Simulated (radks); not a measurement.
Spherical jellium clusters: N electrons in a uniform positive sphere of charge N and radius rs N^(1/3), rs = 5.33 bohr. Level of theory: non-relativistic Kohn-Sham, PBEsol, spin-polarised, spherical densities (a radial shooting solver with Libxc functionals). Levels are named by radial order and angular momentum (1s, 1p, 1d, 2s, ...), and open shells are averaged over m. Each electron was tried in the lowest free levels, single moves between levels near the top were tried too, and the lowest total energy was kept; such a search can miss a lower state. The series stops at N = 9: beyond it a trial failed or the search could not be trusted, so later rows were left out. Energies include the self-energy of the background; IP and EA are vertical (highest electron removed, lowest free level filled), at fixed background; spill-out counts the electrons outside the background radius R, and alpha is the static dipole polarisability from linear response (closed shells only). A dash means not computed or, for alpha, an open shell; in EA it means that no bound solution was reached, which is typical of self-interaction and does not show that the anion is unstable. Real open-shell clusters deform, which this model forbids.

| N | open shells | 2S | E/N (eV) | E(N+1) + E(N-1) - 2E(N) (eV) | IP (eV) | EA (eV) | -e(HOMO) (eV) | spill-out (e) |
|---|---|---|---|---|---|---|---|---|
| 1 | 1s(up 1, down 0) | 1 | -1.407 | - | - | - | 2.505 | 0.28 |
| 2 | none | 0 | -1.635 | 0.590 | 4.138 | - | 2.524 | 0.42 |
| 3 | 1p(up 1, down 0) | 1 | -1.514 | -0.467 | 3.263 | - | 1.909 | 0.65 |
| 4 | 1p(up 2, down 0) | 2 | -1.570 | -0.284 | 3.611 | - | 2.253 | 0.79 |
| 5 | 1p(up 3, down 0) | 3 | -1.661 | 0.342 | 3.778 | - | 2.463 | 0.88 |
| 6 | 1p(up 3, down 1) | 2 | -1.664 | -0.294 | 3.340 | - | 2.194 | 1.00 |
| 7 | 1p(up 3, down 2) | 1 | -1.709 | -0.184 | 3.572 | 1.309 | 2.414 | 1.09 |
| 8 | none | 0 | -1.765 | 0.701 | 3.699 | - | 2.560 | 1.17 |
| 9 | 1d(up 1, down 0) | 1 | -1.731 | - | 2.947 | - | 1.905 | 1.30 |

All shells are closed at N = 2, 8 (there: 1s2 1p6); the second difference of the energy has clear peaks (12 % above both neighbours; the first and last values, which can be the largest, are not judged, and half-filled shells can peak too) at N = 5.
